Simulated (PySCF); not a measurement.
C₅H₁₀N₂O.
SMILES: `CO[C@H]1C=NN(C)C1`

Computed with TDDFT B3LYP/def2-SVPD, vertical, gas phase, core orbitals frozen in the response in PySCF 2.14.0, density-fitted response routines. Geometry: GFN2-xTB, one conformer, isolated molecule.

Each state is given a Gaussian of 0.3 eV full width at half maximum, with ε(max) = 2.175×10⁸ f / Δν̃ (Δν̃ the width in cm⁻¹). The width is an assumption, not a result. The curve ends short of the highest state used, and states not computed would add to its high-energy end.

```
λ (nm)  ε (L mol⁻¹ cm⁻¹)
 203.3              1213
 204.4              1280
 205.6              1332
 206.7              1355
 207.9              1349
 209.1              1307
 210.2              1233
 211.4              1116
 212.5               981
 213.7               817
 214.9               652
 216.0               516
 217.2               401
 218.3               336
 219.5               317
 220.7               359
 221.8               451
 223.0               608
 224.1               799
 225.3              1051
 226.5              1343
 227.6              1644
 228.8              2017
 229.9              2419
 231.1              2958
 232.3              3644
 233.4              4439
 234.6              5507
 235.7              6662
 236.9              8069
 238.1              9535
 239.2             10824
 240.4             12037
 241.5             12859
 242.7             13345
 243.9             13349
 245.0             12928
 246.2             12058
 247.3             10965
 248.5              9560
 249.7              8057
 250.8              6690
 252.0              5296
 253.1              4159
 254.3              3103
 255.5              2247
 256.6              1630
 257.8              1118
 258.9               772
 260.1               503
 261.3               319
 262.4               206
 263.6               125
 264.7                77
 265.9                45
 267.1                25
```

(1) Where are the band maxima, and which computed states make them?

(2) Coming from long wavelengths, where does ε first pass 100 L mol⁻¹ cm⁻¹?

(3) On this curve, what absorbance would a 10⁻³ mol/L sample give at 254 nm over a 1 cm path?

Results:

(1) 243 nm (5.10 eV), ε about 13000, made up of S1 (99%); 207 nm (5.99 eV), ε about 1400, made up of S3 (53%) and S4 (44%) (ε in L mol⁻¹ cm⁻¹; maxima over ε = 5, shares over 10%). The states used: S1 5.09 eV (f 0.148); S2 5.37 eV (f 0.018); S3 5.89 eV (f 0.011); S4 6.09 eV (f 0.0091); S5 6.18 eV (f 0.0009); S6 6.34 eV (f 0.0054); S7 6.53 eV (f 0.010); S8 6.70 eV (f 0.020).

(2) At about 264 nm (4.70 eV), 0.40 eV below S1.

(3) 254 nm is 4.881 eV, where ε is about 3300 L mol⁻¹ cm⁻¹, so A = ε c l ≈ 3.3 (Beer–Lambert, with the gas-phase spectrum and the assumed width).
